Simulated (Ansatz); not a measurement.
## CH4BrSi: structure from calculated spectroscopic constants

These gas-phase data were calculated for one isomer of CH4BrSi at r2SCAN-D4/def2-SVP (harmonic, unscaled wavenumbers; equilibrium rotational constants with average atomic masses):

| Quantity | Value |
| --- | --- |
| rotational constants | 16.81, 2.495, 2.229 GHz |
| all wavenumbers above 1500 cm⁻¹ | 3155, 3135, 3030, 2179 |
| dipole moment | 1.95 D (PBE0/def2-TZVPD) |

Candidates:

(1) `[CH2][SiH2]Br`, a doublet
(2) `C[SiH]Br`, a doublet

Assign the data to one candidate and say why.

Candidate (2). 1 mode lies between 2000 and 2380 cm⁻¹, one for each Si–H bond, while (1) has 2.

The same quantities for all candidates:

```
     rotational constants (GHz)  wavenumbers above 1500 cm⁻¹  dipole (D)  E above the lowest, r2SCAN-D4/def2-SVP (kcal/mol)
(1)          15.61, 2.555, 2.29       3247, 3137, 2250, 2241        1.87                                               13.3
(2)         16.81, 2.495, 2.229       3155, 3135, 3030, 2179        1.95                                                0.0
```

Harmonic stretches to hydrogen usually lie a few per cent above observed fundamentals. Each candidate is one conformer. Open shells are spin-unrestricted. Programs: Ansatz 0.2.0.
